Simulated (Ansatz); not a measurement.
Geometry optimisation, RKS PBE/def2-SVP (Ansatz).

Input file:

```yaml
crystal:
  periodic: [false, false, false]
  atoms:
    - { symbol: Ta, position_ang: [0.0, 0.0, 0.0] }
    - { symbol: O, position_ang: [2.37, 0.0, 0.0] }
    - { symbol: H, position_ang: [2.7071, -0.5308, 0.7903] }
    - { symbol: "N", position_ang: [0.0, 0.0, 2.16] }
    - { symbol: H, position_ang: [-0.2456, -0.8845, 2.69] }
    - { symbol: H, position_ang: [0.2456, 0.8845, 2.69] }
    - { symbol: "N", position_ang: [0.0, 0.0, -2.16] }
    - { symbol: H, position_ang: [-0.6116, -0.6845, -2.69] }
    - { symbol: H, position_ang: [0.6116, 0.6845, -2.69] }
    - { symbol: "N", position_ang: [-1.08, 1.8706, 0.0] }
    - { symbol: H, position_ang: [-1.6414, 2.1584, 0.8518] }
    - { symbol: H, position_ang: [-1.0486, 2.5007, -0.8518] }
    - { symbol: "N", position_ang: [-1.08, -1.8706, 0.0] }
    - { symbol: H, position_ang: [-1.8056, -2.0636, 0.7482] }
    - { symbol: H, position_ang: [-0.8844, -2.5955, -0.7482] }
    - { symbol: Cl, position_ang: [0.8734, -2.2249, 1.3999] }
    - { symbol: H, position_ang: [2.1134, -1.1502, 0.7237] }
basis:
  gaussian: { orbitals: def2-SVP }
hamiltonian:
  xc: pbe
relax:
  f_tol: 0.15
  max_steps: 25
  restrain:
    - { distance: [0, 15], at: 3.67, k: 30.0 }
    - { distance: [16, 1], at: 2.21, k: 30.0 }
    - { distance: [0, 1], at: 2.02, k: 30.0 }
    - { distance: [16, 15], at: 1.37, k: 30.0 }
```

Command:

```bash
$ ansatz run input.yaml --threads 4 --pin off --max-ram 5120MiB --backend cpu --events-out ev --progress --plain --runs-dir out
```

Question: Where does it end, and by what steps?

Answer: It converged. The restraints hold the end off the free minimum; the threshold counts their pulls, which the force column leaves out. Restrained pairs: Ta1–Cl16 (2.77 → 3.68 Å), O2–H17 (1.38 → 2.20 Å), Ta1–O2 (2.37 → 2.01 Å), Cl16–H17 (1.77 → 1.34 Å). After 12 steps the energy has fallen by 6.090 eV (the restraints' own energy left out); H3 moved furthest, 1.14 Å.

```
step  energy less start (eV)  largest force component (eV/Å)  accepted
   0                  0.0000                           4.362       yes
   1                 -1.4909                           3.722       yes
   2                 -2.4524                           3.707       yes
   3                 -3.7506                           3.876       yes
   4                 -5.0703                           1.770       yes
   5                 -5.6231                           1.022       yes
   6                 -5.8061                           1.252       yes
   7                 -5.9439                           0.943       yes
   8                 -6.0231                           0.516       yes
   9                 -6.0572                           0.794       yes
  10                 -6.0788                           0.493       yes
  11                 -6.0865                           0.508       yes
  12                 -6.0902                           0.517       yes
```

```xyz
17
Properties=species:S:1:pos:R:3
Ta -0.047 0.020 0.026
O 1.962 0.068 -0.118
H 2.401 0.552 0.607
N -0.103 0.078 2.078
H 0.001 -0.770 2.654
H -0.096 0.887 2.712
N 0.144 -0.116 -2.003
H -0.582 -0.355 -2.692
H 1.034 0.024 -2.497
N -0.980 1.786 0.036
H -1.610 2.112 0.775
H -1.034 2.403 -0.780
N -1.268 -1.565 -0.014
H -1.942 -1.782 0.727
H -1.208 -2.338 -0.683
Cl 1.645 -2.946 1.403
H 2.207 -1.964 0.684
```

Time of the run: 38 s on 4 threads of AMD EPYC 7B13 (Zen 3) (shared host), peak memory 0.28 GiB.
